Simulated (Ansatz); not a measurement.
Species: C3H3Cl, SMILES `C=C=CCl` (charge 0, multiplicity 1).

### Question
Give a relaxed geometry from B3LYP-D3(BJ)/def2-TZVP (Ansatz, an electronic-structure program).

### Answer
the end point of this relaxation (outside a Z-matrix the atoms follow the SMILES, hydrogens last).
Bonded distances (Å): C1–C2 1.299, C1–H5 1.085, C1–H6 1.085, C2–C3 1.297, C3–Cl4 1.749, C3–H7 1.080. Bond angles (°): C2–C1–H5 121.4, C2–C1–H6 121.4, H5–C1–H6 117.3, C1–C2–C3 179.4, C2–C3–Cl4 122.8, C2–C3–H7 123.7, Cl4–C3–H7 113.5.
